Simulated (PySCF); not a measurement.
**Excitation energy of Mg by level of theory**

Mg [Ne] 3s2 (1S) → Mg [Ne] 3d2 (3F), as a difference of total energies. Computed with PySCF 2.14 in aug-cc-pCVTZ-DK (8s7p5d3f, 75 functions), with scalar relativity by spin-free X2C-1e. Correlated levels: valence: [Ne] frozen; valence and next inner shell: 1s2 frozen; nothing frozen. The calculations carry no spin-orbit coupling.

| method | excitation energy (eV) |
| --- | --- |
| UHF | 13.461 |
| LDA | 13.887 |
| PBE | 13.413 |
| PBE0 | 13.578 |
| r2SCAN | 13.399 |
| LC-wPBE | 14.220 |
| r2SCANh | 13.495 |
| CAM-B3LYP | 14.415 |
| MP2 (valence) | 13.998 |
| SCS-MP2 (valence) | 14.202 |
| MP2 (valence and next inner shell) | 14.271 |
| SCS-MP2 (valence and next inner shell) | 14.415 |
| MP2 (all electrons) | 14.267 |
| SCS-MP2 (all electrons) | 14.413 |

**Question.** How much does correlation contribute at MP2 (all electrons)?

**Answer.** 14.267 − (13.461) = 0.806 eV, measured against UHF.

The upper state lies above the first ionisation limit, where it may autoionise and the basis confines it.

The promoted electron is Rydberg-like, and one or two diffuse shells describe it only roughly, which tends to raise the upper state.
